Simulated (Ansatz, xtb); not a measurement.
C5H13B: which of two isomers lies lower

Structure X: `CBCCCC`, a singlet. Structure Y: `CBC(C)(C)C`, a singlet. Both are isolated molecules in the gas phase, relaxed with B3LYP-D3(BJ)/def2-SVP, each in the lowest conformer that the search found.

Quicker runs give these differences E(Y) − E(X): GFN2-xTB +4.00 kJ/mol; HF/STO-3G +14.70 kJ/mol (at GFN2-xTB geometries); r2SCAN-D4/def2-SVP +7.44 kJ/mol (at GFN2-xTB geometries).

Problem. Estimate E(Y) − E(X) at the level CCSD(T)/def2-SVP + ΔMP2/def2-TZVPP.

Solution. Too close to call at this level: CCSD(T)/def2-SVP + ΔMP2/def2-TZVPP gives E(Y) − E(X) = −1.24 kJ/mol.

The same difference at several levels:

```
                             level               geometry  E(Y) − E(X) (kJ/mol)  departure from the last row (kJ/mol)  job, with rough time for the two
                          GFN2-xTB               GFN2-xTB                   +4.00                                 +5.24              optimisation, 0.19 s
                         HF/STO-3G               GFN2-xTB                  +14.70                                +15.94              single point, 0.36 s
                r2SCAN-D4/def2-SVP               GFN2-xTB                   +7.44                                 +8.68               single point, 3.6 s
             B3LYP-D3(BJ)/def2-SVP  B3LYP-D3(BJ)/def2-SVP                   +7.37                                 +8.61             optimisation, 1.9 min
                       HF/def2-SVP  B3LYP-D3(BJ)/def2-SVP                  +17.92                                +19.16           part of the CCSD(T) run
                      MP2/def2-SVP  B3LYP-D3(BJ)/def2-SVP                   −0.36                                 +0.88           part of the CCSD(T) run
                  CCSD(T)/def2-SVP  B3LYP-D3(BJ)/def2-SVP                   +2.19                                 +3.43                      single point
CCSD(T)/def2-SVP + ΔMP2/def2-TZVPP  B3LYP-D3(BJ)/def2-SVP                   −1.24                                                      single point, 72 s
```

As drawn, both hold the same kinds of bond in the same numbers. Structure X has 2 methyl groups, Y 4.

The largest departure from CCSD(T)/def2-SVP + ΔMP2/def2-TZVPP is that of HF/def2-SVP, 19.16 kJ/mol. The last row adds to CCSD(T) the change of the MP2 difference between the two basis sets, here −3.43 kJ/mol.

With thermal terms from frequencies at re-optimised GFN2-xTB minima (ideal gas, soft modes damped towards free rotors, one conformer each, 298.15 K, 1 atm): the zero-point term adds −1.52 kJ/mol; ΔH is −2.13 and ΔG −1.00 kJ/mol.

The correlated steps freeze 6 core orbitals. Programs: Ansatz 0.2.0, xtb 6.7.1; the last row on 4 threads of Arm Neoverse V1 on a shared host.
